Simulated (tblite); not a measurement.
Compound: C₄H₁₂O₂Si₂.
Cartesian coordinates in Å at the GFN2-xTB level; atoms count from 1:
```xyz
20
C4H12O2Si2 angstrom
Si     2.745   -0.491    0.394
C      2.020    1.058   -0.427
Si     0.137    1.137   -0.453
O     -0.421   -0.046   -1.431
C     -1.458   -0.906   -1.050
C     -2.312   -0.341    0.077
C     -1.459   -0.048    1.305
O     -0.454    0.894    1.051
H      4.209   -0.455    0.275
H      2.259   -1.714   -0.256
H      2.396   -0.538    1.817
H      2.387    1.945    0.085
H      2.374    1.132   -1.453
H     -0.402    2.413   -0.934
H     -1.018   -1.862   -0.736
H     -2.074   -1.086   -1.939
H     -3.096   -1.053    0.336
H     -2.768    0.592   -0.260
H     -2.082    0.355    2.111
H     -0.988   -0.975    1.658
```

Level: GFN2-xTB in tblite, geometry and Hessian alike; calculated harmonic values, unscaled, isolated species. The method is semi-empirical: single wavenumbers can be off by several per cent or more. Modes of hydrogen on silicon can be 10 to 20 % off. One conformer, not necessarily the lowest.

Harmonic wavenumbers (cm⁻¹): 34.1, 40.5, 83.4, 102.2, 121.3, 159.3, 288.4, 303.4, 361.7, 415.6, 487.2, 523.6, 554.2, 643.6, 646.4, 698.3, 731.2, 767.4, 786.1, 800.6, 808.5, 810.1, 856.3, 904.1, 907.2, 942.0, 1019.9, 1020.5, 1116.7, 1126.9, 1146.6, 1157.2, 1187.4, 1219.4, 1252.4, 1327.5, 1339.7, 1343.5, 1457.1, 1459.1, 1479.6, 1488.8, 2213.2, 2221.7, 2229.6, 2239.8, 2884.0, 2888.1, 2918.0, 2920.3, 2990.5, 2997.8, 3002.1, 3013.4.

A = 2406, B = 932.3, C = 904.1 MHz; mass 148.038 u (most abundant isotopes); point group C1, symmetry number 1.

**Question.** What is the zero-point energy?

**Answer.** Half the sum of the wavenumbers: 33219 cm⁻¹ = 397.38 kJ/mol.

**Question.** Entropy at 500 K, 1 bar (ideal gas, RRHO, classical rotation)?

**Answer.** Translation 181.93, rotation 129.67, vibration 236.06: S = 547.7 J/(mol K).

**Question.** And Cp and H(500 K) − H(0)?

**Answer.** Cp = 258.71 J/(mol K), of which vibrations give 225.45 (their classical limit is 54 R = 449.0); H(500 K) − H(0) = 75.09 kJ/mol without the zero-point energy, 58.46 from vibrations.

**Question.** Blend soft modes into free rotors: weight 1/[1 + (100 cm⁻¹/ν̃)⁴] for the oscillator and the rest for a rotor with moment μB/(μ + B), μ = h/(8π²ν), B = 10⁻⁴⁴ kg m². What vibrational entropy results?

**Answer.** 211.68 J/(mol K) in place of 236.06, which changes −T·S at 500 K by +12.19 kJ/mol.

**Question.** What must be added to the electronic energy to get the Gibbs energy at 500 K and 1 bar?

**Answer.** ZPE + [H(500 K) − H(0)] − T·S = 397.38 + 75.09 − 273.83 = 198.64 kJ/mol.

**Question.** How do the functions run with temperature in this model?

**Answer.** 
```csv
T (K),S (J/(mol K)),Cp (J/(mol K)),H − H(0) (kJ/mol),G − H(0) (kJ/mol),ln q(vib)
150,345.3,102.6,10.69,-41.11,4.30
250,408.2,149.3,23.21,-78.85,7.23
298.15,436.6,173.3,30.98,-99.19,8.60
400,494.2,220.2,51.08,-146.62,11.50
600,597.7,290.1,102.58,-256.04,17.12
900,728.9,355.6,200.31,-455.69,25.07
```

q(vib) and H(0) count from the zero-point level.

**Question.** Which modes carry the vibrational entropy at 500 K?

**Answer.** 34.1 cm⁻¹: 27.62; 40.5 cm⁻¹: 26.19; 83.4 cm⁻¹: 20.20; 102.2 cm⁻¹: 18.52; 121.3 cm⁻¹: 17.11; 159.3 cm⁻¹: 14.87 J/(mol K); the other 48 give 111.55 together.

Hindered rotation and anharmonicity are outside this model. Other conformers, if any are populated, would add a mixing term that is left out. The structure is chiral; the term R ln 2 for an equal mix with its mirror image is left out.
